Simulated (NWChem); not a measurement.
System: GeNH$_{4}$Cl; SMILES [NH2][GeH2][Cl]

The following NWChem deck was run.

```
start job
memory heap 200 mb stack 900 mb global 1100 mb
geometry units angstroms
  Ge     0.128040     0.507282     0.198583
  N      1.813371    -0.109498    -0.023015
  Cl    -1.101188    -1.053655    -0.438810
  H     -0.013872     1.702625    -0.704209
  H     -0.271827     0.873417     1.617752
  H      2.011826    -1.046528     0.297507
  H      2.579925     0.494431     0.231892
end
basis spherical
  * library def2-svp
end
dft
  xc pbe0
  iterations 150
end
driver
  maxiter 120
end
task dft optimize
task dft freq
```

Output (shortened):

```
             Northwest Computational Chemistry Package (NWChem) 7.3.0
             --------------------------------------------------------

 C1  symmetry detected

                             Geometry "geometry" -> ""
                             -------------------------

 Output coordinates in angstroms (scale by  1.889725989 to convert to a.u.)

  No.       Tag          Charge          X              Y              Z
 ---- ---------------- ---------- -------------- -------------- --------------
    1 Ge                  32.0000     0.39043011    -0.39770690     0.00118252
    2 N                    7.0000    -1.13654744    -1.36499974    -0.04929490
    3 Cl                  17.0000    -0.23622083     1.59251156    -0.01042374
    4 H                    1.0000     1.14897709    -0.72692974    -1.25589190
    5 H                    1.0000     1.27739320    -0.60604010     1.21686457
    6 H                    1.0000    -1.88410061    -1.08707160     0.57043420
    7 H                    1.0000    -1.06444696    -2.37103603    -0.04697950

 Effective nuclear repulsion energy (a.u.)     282.4670572742

                                Z-matrix (autoz)
                                --------

 Units are Angstrom for bonds and degrees for angles

      Type          Name      I     J     K     L     M      Value
      ----------- --------  ----- ----- ----- ----- ----- ----------
    1 Stretch                  1     2                       1.80828
    2 Stretch                  1     3                       2.08658
    3 Stretch                  1     4                       1.50467
    4 Stretch                  1     5                       1.51921
    5 Stretch                  2     6                       1.01002
    6 Stretch                  2     7                       1.00862
    7 Bend                     1     2     6               117.43069
    8 Bend                     1     2     7               118.23748
    9 Bend                     2     1     3               104.86021
   10 Bend                     2     1     4               106.57935
   11 Bend                     2     1     5               116.23108
   12 Bend                     3     1     4               110.82122
   13 Bend                     3     1     5               108.09485
   14 Bend                     4     1     5               110.13312
   15 Bend                     6     2     7               109.02407
   16 Torsion                  3     1     2     6         -45.67030
   17 Torsion                  3     1     2     7        -179.74574
   18 Torsion                  4     1     2     6        -163.23184
   19 Torsion                  4     1     2     7          62.69271
   20 Torsion                  5     1     2     6          73.60257
   21 Torsion                  5     1     2     7         -60.47287

                           NWChem Geometry Optimization
                           ----------------------------

 maximum gradient threshold         (gmax) =   0.000450
 rms gradient threshold             (grms) =   0.000300
 maximum cartesian step threshold   (xmax) =   0.001800
 rms cartesian step threshold       (xrms) =   0.001200
 fixed trust radius                (trust) =   0.300000
 source of zmatrix                         =   autoz

          -------------------
          Energy Minimization
          -------------------

 Using diagonal initial Hessian
 Scaling for Hessian diagonals: bonds = 1.00  angles = 0.25  torsions = 0.10

          --------
          Step   0

                                 NWChem DFT Module
                                 -----------------

 Summary of "ao basis" -> "ao basis" (spherical)
 ------------------------------------------------------------------------------
       Tag                 Description            Shells   Functions and Types
 ---------------- ------------------------------  ------  ---------------------
 Ge                         def2-svp                12       32   5s4p3d
 N                          def2-svp                 6       14   3s2p1d
 Cl                         def2-svp                 8       18   4s3p1d
 H                          def2-svp                 3        5   2s1p

            General Information
            -------------------
          SCF calculation type: DFT
          Wavefunction type:  closed shell.
          No. of atoms     :     7
          No. of electrons :    60
           Alpha electrons :    30
            Beta electrons :    30
          Charge           :     0
          Spin multiplicity:     1
          Use of symmetry is: off; symmetry adaption is: off
          Maximum number of iterations: 150
          AO basis - number of functions:    84
                     number of shells:    38
          Convergence on energy requested:  1.00D-06
          Convergence on density requested:  1.00D-05
          Convergence on gradient requested:  5.00D-04

              XC Information
              --------------
                         PBE0 Method XC Functional
                     Hartree-Fock (Exact) Exchange  0.250
          PerdewBurkeErnzerhof Exchange Functional  0.750
            Perdew 1991 LDA Correlation Functional  1.000 local
           PerdewBurkeErnz. Correlation Functional  1.000 non-local

             Grid Information
             ----------------
          Grid used for XC integration:  medium
          Radial quadrature: Mura-Knowles
          Angular quadrature: Lebedev.
          Tag              B.-S. Rad. Rad. Pts. Rad. Cut. Ang. Pts.
          ---              ---------- --------- --------- ---------
          Ge                  1.25      112           8.0       590
          N                   0.65       49           8.0       434
          Cl                  1.00       88          11.0       590
          H                   0.35       45          10.0       434
          Grid pruning is: on
          Number of quadrature shells:   429
          Spatial weights used:  Erf1

      Superposition of Atomic Density Guess
      -------------------------------------

 Sum of atomic energies:       -2590.60830719

      Non-variational initial energy
      ------------------------------

 Total energy =   -2591.692984
 1-e energy   =   -4168.376516
 2-e energy   =    1294.216475
 HOMO         =      -0.328146
 LUMO         =       0.068958

   convergence    iter        energy       DeltaE   RMS-Dens  Diis-err
 ---------------- ----- ----------------- --------- --------- ---------
 d= 0,ls=0.0,diis     1  -2593.4243515806 -2.88D+03  1.20D-02  4.35D-01
 d= 0,ls=0.0,diis     2  -2593.4244455894 -9.40D-05  6.49D-03  4.19D-01
 d= 0,ls=0.0,diis     3  -2593.4735512388 -4.91D-02  1.32D-03  3.03D-02
 d= 0,ls=0.0,diis     4  -2593.4763117028 -2.76D-03  4.99D-04  1.69D-03
 d= 0,ls=0.0,diis     5  -2593.4765215842 -2.10D-04  1.16D-04  1.24D-04
  Resetting Diis
 d= 0,ls=0.0,diis     6  -2593.4765354978 -1.39D-05  2.05D-05  7.69D-06
 d= 0,ls=0.0,diis     7  -2593.4765359932 -4.95D-07  6.52D-06  1.87D-07

         Total DFT energy =    -2593.476535993215
      One electron energy =    -4169.832532742332
           Coulomb energy =     1409.221180002236
    Exchange-Corr. energy =     -115.332240527271
 Nuclear repulsion energy =      282.467057274152

 Numeric. integr. density =       60.000001213242

                       DFT Final Molecular Orbital Analysis
                       ------------------------------------

 Vector   28  Occ=2.000000D+00  E=-3.267479D-01
              MO Center= -2.2D-01,  1.2D+00, -2.5D-02, r^2= 2.1D+00
   Bfn.  Coefficient  Atom+Function         Bfn.  Coefficient  Atom+Function
  ----- ------------  ---------------      ----- ------------  ---------------
    57      0.583363  3 Cl px                54      0.430163  3 Cl px
    51      0.250500  3 Cl px                58      0.177198  3 Cl py
    35      0.139521  2 N  s                 55      0.128226  3 Cl py
    37     -0.107177  2 N  py                36     -0.100398  2 N  px
    65     -0.085775  4 H  s                 52      0.074907  3 Cl py

 Vector   29  Occ=2.000000D+00  E=-3.173129D-01
              MO Center=  3.6D-03,  9.3D-01, -5.7D-02, r^2= 2.8D+00
   Bfn.  Coefficient  Atom+Function         Bfn.  Coefficient  Atom+Function
  ----- ------------  ---------------      ----- ------------  ---------------
    59      0.571275  3 Cl pz                56      0.415957  3 Cl pz
    53      0.242090  3 Cl pz                65      0.186315  4 H  s
    66      0.161395  4 H  s                 70     -0.150903  5 H  s
    14     -0.139748  1 Ge pz                71     -0.124554  5 H  s
    38      0.097792  2 N  pz                41     -0.091194  2 N  pz

 Vector   30  Occ=2.000000D+00  E=-2.691603D-01
              MO Center= -7.8D-01, -1.2D+00, -2.4D-02, r^2= 2.0D+00
   Bfn.  Coefficient  Atom+Function         Bfn.  Coefficient  Atom+Function
  ----- ------------  ---------------      ----- ------------  ---------------
    38      0.475740  2 N  pz                41     -0.395978  2 N  pz
    71      0.235256  5 H  s                 36      0.206340  2 N  px
    39     -0.189337  2 N  px                70      0.187463  5 H  s
    66     -0.133984  4 H  s                 35      0.127533  2 N  s
    34      0.116646  2 N  s                 65     -0.106242  4 H  s

[...]

      ----------------------
      Optimization converged
      ----------------------

  Step       Energy      Delta E   Gmax     Grms     Xrms     Xmax
  ---- ---------------- -------- -------- -------- -------- --------
@   24   -2593.48495320 -1.1D-07  0.00004  0.00001  0.00033  0.00069
                                     ok       ok       ok       ok

                                Z-matrix (autoz)
                                --------

 Units are Angstrom for bonds and degrees for angles

      Type          Name      I     J     K     L     M      Value     Gradient
      ----------- --------  ----- ----- ----- ----- ----- ---------- ----------
    1 Stretch                  1     2                       1.81521   -0.00003
    2 Stretch                  1     3                       2.18519   -0.00001
    3 Stretch                  1     4                       1.53158    0.00002
    4 Stretch                  1     5                       1.53159    0.00001
    5 Stretch                  2     6                       1.01657    0.00002
    6 Stretch                  2     7                       1.01651   -0.00004
    7 Bend                     1     2     6               115.43413   -0.00001
    8 Bend                     1     2     7               115.45986    0.00001
    9 Bend                     2     1     3               113.07894    0.00001
   10 Bend                     2     1     4               108.38134    0.00001
   11 Bend                     2     1     5               108.36388   -0.00000
   12 Bend                     3     1     4               106.18833    0.00001
   13 Bend                     3     1     5               106.15343   -0.00001
   14 Bend                     4     1     5               114.79044   -0.00000
   15 Bend                     6     2     7               109.01982    0.00000
   16 Torsion                  3     1     2     6         -64.37253    0.00001
   17 Torsion                  3     1     2     7          64.39116    0.00001
   18 Torsion                  4     1     2     6         178.18007   -0.00001
   19 Torsion                  4     1     2     7         -53.05625   -0.00001
   20 Torsion                  5     1     2     6          53.02024   -0.00000
   21 Torsion                  5     1     2     7        -178.21607   -0.00000

                         Geometry "geometry" -> "geometry"
                         ---------------------------------

 Output coordinates in angstroms (scale by  1.889725989 to convert to a.u.)

  No.       Tag          Charge          X              Y              Z
 ---- ---------------- ---------- -------------- -------------- --------------
    1 Ge                  32.0000     0.40701637    -0.44485118     0.05117515
    2 N                    7.0000    -0.96443819    -1.62690470     0.18102316
    3 Cl                  17.0000    -0.25713941     1.59600136    -0.35977523
    4 H                    1.0000     1.28695761    -0.85426996    -1.13365778
    5 H                    1.0000     1.12975555    -0.39417467     1.40056130
    6 H                    1.0000    -1.60338482    -1.47087762     0.95614578
    7 H                    1.0000    -1.50328256    -1.76619577    -0.66958114

 Effective nuclear repulsion energy (a.u.)     274.0992304374

                Final and change from initial internal coordinates
                --------------------------------------------------

                                Z-matrix (autoz)
                                --------

 Units are Angstrom for bonds and degrees for angles

[...]

 Rotational Constants
 --------------------
 A=   0.423238 cm-1  (  0.608931 K)
 B=   0.107830 cm-1  (  0.155139 K)
 C=   0.090296 cm-1  (  0.129913 K)

 Temperature                      =   298.15K
 frequency scaling parameter      =   1.0000

 Zero-Point correction to Energy  =   27.268 kcal/mol  (  0.043454 au)
 Thermal correction to Energy     =   30.436 kcal/mol  (  0.048503 au)
 Thermal correction to Enthalpy   =   31.028 kcal/mol  (  0.049447 au)

 Total Entropy                    =   73.182 cal/mol-K
   - Translational                =   40.411 cal/mol-K (mol. weight = 126.9251)
   - Rotational                   =   25.462 cal/mol-K (symmetry #  =        1)
   - Vibrational                  =    7.309 cal/mol-K

 Cv (constant volume heat capacity) =   16.843 cal/mol-K
   - Translational                  =    2.979 cal/mol-K
   - Rotational                     =    2.979 cal/mol-K
   - Vibrational                    =   10.884 cal/mol-K

[normal modes left out]

 ----------------------------------------------------------------------------
 Normal Eigenvalue ||           Projected Infra Red Intensities
  Mode   [cm**-1]  || [atomic units] [(debye/angs)**2] [(KM/mol)] [arbitrary]
 ------ ---------- || -------------- ----------------- ---------- -----------
    1        0.000 ||    0.000285           0.007         0.278       0.066
    2        0.000 ||    0.000484           0.011         0.471       0.111
    3        0.000 ||    0.000014           0.000         0.013       0.003
    4        0.000 ||    0.000001           0.000         0.001       0.000
    5        0.000 ||    0.000267           0.006         0.260       0.061
    6        0.000 ||    0.000910           0.021         0.887       0.209
    7      187.836 ||    0.012225           0.282        11.917       2.809
    8      243.189 ||    0.033711           0.778        32.863       7.747
    9      408.142 ||    0.056771           1.310        55.344      13.046
   10      481.947 ||    0.028862           0.666        28.136       6.633
   11      549.129 ||    0.234147           5.402       228.258      53.808
   12      693.849 ||    0.000378           0.009         0.369       0.087
   13      722.858 ||    0.063457           1.464        61.861      14.583
   14      815.301 ||    0.106398           2.455       103.722      24.451
   15      848.328 ||    0.073435           1.694        71.588      16.876
   16      919.737 ||    0.032007           0.738        31.202       7.355
   17     1553.412 ||    0.024667           0.569        24.047       5.669
   18     2195.914 ||    0.066110           1.525        64.448      15.192
   19     2204.671 ||    0.118531           2.735       115.550      27.239
   20     3579.370 ||    0.027366           0.631        26.677       6.289
   21     3679.507 ||    0.033801           0.780        32.950       7.767
 ----------------------------------------------------------------------------
```

Level: PBE0/def2-SVP.
